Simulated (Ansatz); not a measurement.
The same path of FGeH$_{3}$O (6 atoms, charge 0, multiplicity 1) was run twice with different band settings. Lost on the way: Ge1–H2. Made: H2–O3.

Computed with RKS B3LYP-D4/def2-SVP (Ansatz 0.2.0).

Relaxed end points:

```xyz
6
Properties=species:S:1:pos:R:3
Ge 0.187 -0.120 0.399
H -0.196 0.202 1.845
O 1.944 -0.333 0.401
H 2.308 -0.574 -0.462
F -0.177 1.274 -0.590
H -0.543 -1.296 -0.273
```

```xyz
6
Properties=species:S:1:pos:R:3
Ge -0.596 0.592 0.252
H 1.426 -1.064 1.103
O 1.426 -0.100 0.999
H 1.766 0.051 0.092
F 0.445 0.665 -1.237
H -0.944 -0.990 0.111
```

Common settings: movable images 9; climbing image yes; spring 5.0 eV/Å²; optimiser quadratic models (default); start path through a guess of the saddle point; iteration limit 60; end points relaxed.

| run | force threshold |
| --- | --- |
| 1 | 0.05 eV/Å |
| 2 | 0.5 eV/Å |

(1) What does each run give, and how far can it be trusted?

Results:

(1) Run 1: converged after 13 iterations, highest image 2.564 eV above the first end. Neighbouring images differ by up to 1.4 eV, so the band resolves the path poorly. A vibrational analysis at the climbing image gives one clearly imaginary mode, 1402i cm⁻¹: a first-order saddle point.
Run 2: converged after 9 iterations, highest image 2.560 eV above the first end. The threshold of 0.5 eV/Å is loose, so the images may lie well off the minimum-energy path. Neighbouring images differ by up to 1.4 eV, so the band resolves the path poorly. The order of the stationary point at the top wasn't checked.
The orbitals stay closed-shell, which can raise the energy where a bond breaks towards radicals; this wasn't checked here.
